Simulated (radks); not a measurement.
Question: Coherent X-ray form factor from a spherical all-electron density. All-electron calculation, scalar-relativistic Kohn-Sham, MS2 meta-GGA, spin-polarised, spherical densities, finite nucleus; meta-GGA in the generalised Kohn-Sham scheme; Fermi nuclear charge, rms radius of each element as measured or else 0.836 A^(1/3) + 0.57 fm. Program: a radial shooting solver on a logarithmic mesh with Libxc functionals.

sin(theta)/lambda (1/angstrom)  f0 (electrons)
0.05                                    50.919
0.1                                     48.207
0.15                                    44.881
0.2                                     41.639
0.25                                    38.710
0.3                                     36.075
0.4                                     31.432
0.5                                     27.476
0.6                                     24.243
0.8                                     19.781
1                                       16.970
1.25                                    14.215
1.5                                     11.714
2                                        7.909

The species is in the configuration that NIST lists as its ground one. Which atom or ion scatters so?

Answer: Neutral tellurium, [Kr] 4d10 5s2 5p4. Extrapolating in s^2 from the first two rows gives f0(0) = 51.8, near the electron count 52; among species with that count, the fall with angle is slower the higher Z, and the table is that of Z = 52; from so few rows the species is fixed only to a neighbour or two.
